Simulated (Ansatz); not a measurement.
A made-up structure of BH₃BrO (charge +1), closed shell:

O1  (0.484, 0.426, -0.429)
B2  (-0.325, -0.515, 0.342)
Br3  (-1.800, 0.180, 1.183)
H4  (0.262, 1.373, -0.500)
H5  (-3.238, 0.316, 1.622)
H6  (0.093, -1.618, 0.316)
(Å)

It is relaxed with PBE-D4/def2-SVP and then PBE0-D4/def2-TZVP (Ansatz 0.2.0). Atoms count as bonded within 1.22 times the sum of their covalent radii (H–H: 0.88 Å). The end point is not checked to be a true minimum.

Problem. Does its bonding change? (Judge from chemistry; the calculation decides.)

Solution. The calculation gives: No: no bond forms or breaks.

Where it ends: The first stage lowers the energy by 2.35 eV in 11 steps. It ends as BH₃BrO ([OH][BH][BrH]), total charge +1:
| atom | x (Å) | y (Å) | z (Å) |
| --- | --- | --- | --- |
| O1 | 0.5048 | 0.3567 | -0.3812 |
| B2 | -0.3945 | -0.3229 | 0.2411 |
| Br3 | -2.0200 | 0.7373 | 1.1153 |
| H4 | 0.5586 | 1.3089 | -0.5180 |
| H5 | -2.6619 | -0.4378 | 1.6372 |
| H6 | -0.5103 | -1.4805 | 0.4383 |

Labels in which every atom is bracketed show which atoms are joined, not bond orders.

For scale, one of the runs: PBE0-D4/def2-TZVP relaxation, 128 basis functions, launched by `ansatz run in.yaml --threads 2 --pin off --events-out ev --progress --plain --max-ram 4352MiB`. Hardware: 2 CPU threads of an Arm Neoverse V2, shared host. Wall time about 14 s.
